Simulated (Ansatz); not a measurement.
`[NH2][Ge][Br]` + `C[S][Mg][Cl]` → `[Cl][Ge][Br]` + `C[S][Mg][NH2]`  (redistribution)

Calculated with Ansatz (gas phase, PBE0-D4/def2-TZVP geometries, no zero-point term in ΔE). CBS: MP2 limit from def2 TZ/QZ plus the TZ coupled-cluster correction, frozen cores. Functionals use def2-TZVPP. B3LYP here is the variant with VWN-RPA as its local correlation; programs differ in this. HSE06 is defined as in plane-wave codes. For Br, Ge, Mg outer-core shells are correlated without core-valence functions, which leaves a few kJ/mol of doubt a bond. Scalar relativity is left out up to krypton. Each species was taken in one conformer, which may not be the lowest.

(1) Is it downhill or uphill in electronic energy at CCSD(T)/CBS, and by how much? (Estimate.)

(2) What do these levels give: r2SCAN-D4, r2SCANh-D4, ωB97X-V, revPBE, B3LYP, r2SCAN0, HSE06, CAM-B3LYP, RPA@PBE/def2-TZVPP, CCSD(T)/def2-SVP, HF/def2-TZVPP, MP2/def2-TZVPP? (Best estimate.)

Largest T1 diagnostic among the species: 0.012.

Answers

(1) Ansatz gave: Uphill: ΔE = +23.7 kcal/mol.

(2) Computed: r2SCAN-D4 23.8, r2SCANh-D4 24.2, ωB97X-V 24.5, revPBE 20.8, B3LYP 22.1, r2SCAN0 24.7, HSE06 23.2, CAM-B3LYP 23.7, RPA@PBE/def2-TZVPP 22.8, CCSD(T)/def2-SVP 27.0, HF/def2-TZVPP 27.3, MP2/def2-TZVPP 24.2 kcal/mol.

In def2-TZVPP, CCSD(T) changes the Hartree–Fock value by −3.3 kcal/mol (the triples alone add −0.5 kcal/mol) and MP2 by −3.1 kcal/mol. From BLYP to BHLYP (50 % exact exchange), in def2-TZVPP and without D4, ΔE moves by +4.1 kcal/mol.
